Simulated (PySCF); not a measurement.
Species: C₈H₁₀N₂Si.
SMILES with atom numbers: `[N:1]#[C:2][C:3]1([SiH2:4][n:5]2[cH:6][cH:7][cH:8][cH:9]2)[CH2:10][CH2:11]1` (hydrogens: H12, H13 on Si4; H14 on C6; H15 on C7; H16 on C8; H17 on C9; H18, H19 on C10; H20, H21 on C11)

Cartesian coordinates in Å at the PBE0-D3(BJ)/def2-SVP level; atoms count from 1:
```xyz
21
C8H10N2Si angstrom
N     -1.5130   -2.2354   -1.9297
C     -1.5979   -1.3835   -1.1472
C     -1.6531   -0.3553   -0.1456
Si    -0.3250   -0.4916    1.1799
N      1.2675   -0.1252    0.5213
C      1.9132    1.0956    0.6051
C      3.0597    1.0425   -0.1486
C      3.1238   -0.2588   -0.7259
C      2.0150   -0.9482   -0.2997
C     -2.1090    1.0313   -0.5715
C     -3.0213    0.1909    0.2431
H     -0.3124   -1.8682    1.7413
H     -0.6143    0.5478    2.2070
H      1.5051    1.9023    1.2117
H      3.7826    1.8476   -0.2671
H      3.9022   -0.6475   -1.3797
H      1.6888   -1.9636   -0.5196
H     -1.6093    1.8834   -0.1016
H     -2.3324    1.1674   -1.6321
H     -3.8867   -0.2640   -0.2443
H     -3.1746    0.4459    1.2958
```

Computed with PySCF at PBE0/pcSseg-1, non-relativistic, on one gas-phase PBE0-D3(BJ)/def2-SVP geometry that isn't relaxed in the solvent. The solvent is an IEF-PCM continuum (cavity from Bondi-type radii × 1.2). The model holds no explicit solvent molecules, cavitation or dispersion.

Gas phase at PBE0/pcSseg-1: HOMO -6.34 eV, LUMO -0.01 eV, dipole 4.44 D.

Problem. What does the continuum do to the energy, the frontier levels and the dipole at PBE0/pcSseg-1 in cyclohexane and acetone?

Solution. 
```tsv
solvent	ε	E(solvent) − E(gas) (kcal/mol)	polarisation term (kcal/mol)	distortion of the solute (kcal/mol)	HOMO (eV)	LUMO (eV)	dipole (D)
cyclohexane	2.017	-3.71	-4.02	0.31	-6.34	0.06	5.10
acetone	20.49	-9.21	-11.13	1.92	-6.42	0.10	6.18
```

The polarisation term is half the interaction of the solute with the surface charges that it induces; the rest is the cost of distorting the solute's density. The sum is the electrostatic part of solvation alone. From cyclohexane to acetone the lowering changes by a factor 2.48, Onsager's factor (ε − 1)/(2ε + 1) by 2.30 and ε itself by 10.2.

Problem. Which radius a makes the point-dipole formula ΔE = −[(ε − 1)/(2ε + 1)]·μ²/a³ give the value in acetone, with the gas-phase dipole?

Solution. μ = 1.748 au and |ΔE| = 0.01467 Eh give a = 2.43 Å; the farthest nucleus lies 4.20 Å from the centroid of the nuclei, so such a sphere wouldn't even hold the nuclei. The formula assumes a rigid point dipole at the centre of a sphere.

Problem. Give the dipole vector in the frame of the coordinates (D, pointing from negative to positive charge), gas and acetone.

Solution. Gas (-1.83, 2.92, 2.81), solvent (-2.65, 3.98, 3.92). Its length changes by +39 % and its direction by 1°.

Problem. Which Mulliken charges (PBE0/pcSseg-1) respond most in acetone (means over atoms taken as equivalent)?

Solution. 
```json
{"atoms": "N1", "environment": "nitrile nitrogen", "gas (e)": "-0.258", "solvent (e)": "-0.342", "change": "-0.084"}
{"atoms": "C2", "environment": "nitrile carbon", "gas (e)": "+0.184", "solvent (e)": "+0.223", "change": "+0.039"}
{"atoms": "C7/C8", "environment": "aromatic CH carbon", "gas (e)": "-0.170", "solvent (e)": "-0.199", "change": "-0.029"}
{"atoms": "C3", "environment": "sp3 carbon bound to silicon", "gas (e)": "-0.680", "solvent (e)": "-0.704", "change": "-0.024"}
{"atoms": "H18/H21", "environment": "methylene hydrogen", "gas (e)": "+0.151", "solvent (e)": "+0.171", "change": "+0.020"}
{"atoms": "H14/H17", "environment": "aromatic hydrogen", "gas (e)": "+0.116", "solvent (e)": "+0.132", "change": "+0.016"}
```

Problem. Which Mayer bond orders change most in acetone?

Solution. 
```tsv
bond	length (Å)	gas	solvent	change
Si4–N5	1.762	0.836	0.812	-0.024
N5–C6	1.384	1.102	1.113	+0.011
C7–C8	1.425	1.327	1.317	-0.010
C2–C3	1.436	1.030	1.039	+0.009
C6–C7	1.373	1.554	1.546	-0.008
C8–C9	1.373	1.554	1.546	-0.008
C9–N5	1.382	1.105	1.113	+0.008
Si4–H13	1.490	0.962	0.970	+0.008
```
